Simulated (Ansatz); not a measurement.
BH3Se (SMILES B[SeH]) moved off its minimum; all values from Ansatz (a quantum-chemistry and plane-wave program), cores frozen in correlated methods.
(charge 0, multiplicity 1)
```xyz
5

B      0.42191    -0.03625    -1.52029
H     -0.28664    -0.57564    -2.26021
H      1.45626     0.45740    -1.80606
Se    -0.16873    -0.04664     0.32456
H      1.02244     0.70546     0.91496
```

| level | largest force (eV/Å) | on atom | rms difference from CCSD(T)/aug-cc-pVTZ (eV/Å) | dipole (D) |
|---|---|---|---|---|
| HF/def2-TZVPP | 1.58 | Se4 | 0.207 | 0.73 |
| PBE/def2-TZVPP | 1.27 | B1 | 0.129 | 0.63 |
| r2SCAN/def2-TZVPP | 1.24 | B1 | 0.080 | 0.60 |
| B3LYP/def2-TZVPP | 1.08 | Se4 | 0.049 | 0.54 |
| wB97M-V/def2-TZVPP | 1.31 | Se4 | 0.117 | 0.55 |
| MP2/aug-cc-pVTZ | 1.27 | Se4 | 0.089 | 0.55 |
| CCSD(T)/aug-cc-pVTZ | 1.09 | B1 | 0.000 | 0.54 |

The differences count from one level among others, with limits of its own. Forces at CCSD(T)/aug-cc-pVTZ (eV/Å):

| atom | Fx | Fy | Fz |
|---|---|---|---|
| B1 | 0.298 | 0.196 | 1.025 |
| H2 | -0.473 | -0.308 | -0.576 |
| H3 | 0.081 | 0.087 | -0.089 |
| Se4 | 0.899 | 0.534 | 0.065 |
| H5 | -0.806 | -0.508 | -0.425 |
